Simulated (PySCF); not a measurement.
**A ladder of Hamiltonians for Ni²⁶⁺ (nickel, charge +26)**

Occupied: 1s1/2. Hartree-Fock calculated with PySCF 2.14 in an even-tempered Gaussian basis (16 s from 2.7 bohr⁻², ratio 2.7; 11 p from 3.2 bohr⁻², ratio 2.7), Gaussian nucleus throughout. NR is non-relativistic, sf-X2C the spin-free one-electron X2C Hamiltonian, X2C adds the bare one-electron spin-orbit term, X2C-SNSO screens it by Boettger's factors, DC is four-component Dirac-Coulomb, and the Gaunt and Breit terms are added at first order (total energies over the DC spinors, levels after relaxing the spinors in that mean field). QED terms are absent. Levels marked empty are virtual spinors of this ion.

```tsv
Hamiltonian	E (hartree)	E − E(DC) (hartree)	CPU seconds
NR	-766.6022	8.0844	0.15
sf-X2C	-774.5459	0.1407	0.08
X2C	-774.5459	0.1407	0.08
X2C-SNSO	-774.5459	0.1407	0.08
DC	-774.6866	0.0000	1.2
DC+Gaunt	-774.4006	0.2860	2.1
DC+Breit	-774.4006	0.2860	18
```

Problem. Give the 2p spin-orbit interval with each Hamiltonian that has one.

Solution. X2C 24.12; X2C-SNSO 23.24; DC 22.70; DC+Gaunt 21.94; DC+Breit 21.94 (eV).

```tsv
level (eV)	NR	sf-X2C	X2C	X2C-SNSO	DC	DC+Gaunt	DC+Breit
1s1/2	-10195.1	-10297.7	-10297.7	-10297.7	-10301.4	-10293.8	-10293.8
2s1/2 (empty)	-2370.1	-2399.9	-2399.9	-2399.9	-2400.2	-2399.4	-2399.5
2p1/2 (empty)	-2319.4	-2331.7	-2348.0	-2347.4	-2347.2	-2345.5	-2345.8
2p3/2 (empty)	-2319.4	-2331.7	-2323.9	-2324.2	-2324.4	-2323.6	-2323.8
3s1/2 (empty)	-1038.7	-1049.1	-1049.1	-1049.1	-1049.2	-1049.0	-1049.0
```

Weight of the small component: 1s1/2 0.0103, 2s1/2 0.00236, 2p1/2 0.00234, 2p3/2 0.00232, 3s1/2 0.00103.

Koopmans' value for the highest occupied level at DC+Breit: 10293.8 eV, against an ionisation energy of 10288.9 eV (theoretical estimate listed by NIST; NIST Atomic Spectra Database, ionization energies); the former lacks relaxation, correlation, QED and recoil.

The whole ladder took 22 s of wall time on 1 thread of Neoverse-V2 (shared host), launched as `OMP_NUM_THREADS=1 python relrun2.py TASK.json OUT` (a driver that calls PySCF for each Hamiltonian).
